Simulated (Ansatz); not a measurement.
Reaction (ligand exchange at the Al–C bond): `O=[CH][AlH][F]` + CH₃NH₂ → `C[NH][AlH][F]` + `C=O`

Computed with Ansatz on PBE0-D4/def2-TZVP structures; ΔE is electronic, products minus reactants. CBS: MP2 limit from def2 TZ/QZ plus the TZ coupled-cluster correction, frozen cores. This one scheme is used for every species. DFT in def2-TZVPP. B3LYP here is the variant with VWN-RPA as its local correlation; programs differ in this. One conformer a species, not always the lowest.

| level | ΔE (eV) |
| --- | --- |
| r2SCAN-D4 | -1.22 |
| B3LYP-D4 | -1.19 |
| PBE | -1.09 |
| HF/def2-QZVPP | -1.26 |

(1) What does CCSD(T)/CBS give? (Best estimate.)

(2) What do rigid-rotor, harmonic-oscillator terms from PBE0-D4/def2-TZVP frequencies (298.15 K, 1 bar) make of the CCSD(T)/CBS value? (An estimate is asked.)

Largest T1 diagnostic among the species: 0.015.

Results:

(1) The calculation gave: -1.21 eV. The listed levels differ from it by -0.01, 0.02, 0.12, -0.05 eV.

(2) Ansatz gave: ΔZPE = -0.01 eV, ΔH = -1.22 eV, ΔS = -21 J/(mol·K), ΔG = -1.16 eV. Modes under 50 cm⁻¹ make the entropy rough.

Leaving LDA and LC-ωPBE aside and taking each functional with its dispersion term where it has one, the values, not all of them listed here, spread over 0.15 eV, from BHLYP-D4 to revPBE-D4. LDA lies −0.08 eV from PBE without D4. From PBE to PBE0 (25 % exact exchange), in def2-TZVPP and without D4, ΔE moves by −0.06 eV.
